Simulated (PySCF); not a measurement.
# Hartree-Fock beside MP2: BGeH3O2

All numbers below are calculated, not measured. The program is PySCF 2.14.0, an open-source quantum chemistry code, run on an isolated molecule that a program drew, which may never have been made. The molecule is BGeH3O2 (charge 0, singlet), drawn as the SMILES string `O[B](O)[GeH]`.

The geometry was optimised and harmonic frequencies were computed with HF and MP2, all in the cc-pVDZ basis, for the commonest isotopes, with a restricted reference for singlets and an unrestricted one otherwise, and a frozen core in MP2. Germanium has the cc-pVDZ-PP basis, with a core potential (ECP10MDF) in place of its 10 inner electrons, and its 3s, 3p and 3d shells are frozen in MP2. Each result is a local minimum of its method.

Geometry at the HF minimum:
```xyz
7
BGeH3O2, angstrom
O    -0.4507   -0.6304   -1.0507
B     0.8783   -0.9159   -0.9438
O     1.3655   -1.8572   -0.0860
Ge    2.2607    0.2108   -2.1146
H    -1.0290   -1.1409   -0.4998
H     0.7191   -2.3219    0.4286
H     2.2085   -0.8155   -3.3224
```

Lengths of the bonds as drawn, in Å (atoms numbered as above):
| bond | HF | MP2 |
|---|---|---|
| O1-B2 | 1.364 | 1.380 |
| B2-O3 | 1.364 | 1.380 |
| B2-Ge4 | 2.133 | 2.137 |
| O1-H5 | 0.948 | 0.971 |
| O3-H6 | 0.948 | 0.971 |
| Ge4-H7 | 1.586 | 1.593 |

Rotational constants, in GHz:
| constant | HF | MP2 |
|---|---|---|
| A | 9.904 | 9.606 |
| B | 2.42 | 2.419 |
| C | 1.983 | 1.97 |

Harmonic frequencies in cm^-1, each column in rising order, so a row needn't be the same motion in every method:
```
rank,HF,MP2
1,153,138
2,205,187
3,289,278
4,349,325
5,446,441
6,586,550
7,610,585
8,749,?
9,1023,973
10,1088,1014
11,1334,1276
12,1408,1355
13,1991,1958
14,4111,3789
15,4111,3793
```

**Estimate the missing MP2 frequency from the HF column.**

A single factor s that minimises the squared misfit of MP2 against s times HF over the other rows is sum(HF x MP2) / sum(HF^2) = 0.9324, with an rms misfit of 36 cm^-1. For rank 8 it gives 0.9324 x 749 = 698 cm^-1. The calculation gives 689 cm^-1, 9 cm^-1 below the estimate. The drawn bonds are on average 1.3 % longer in MP2 than in HF.
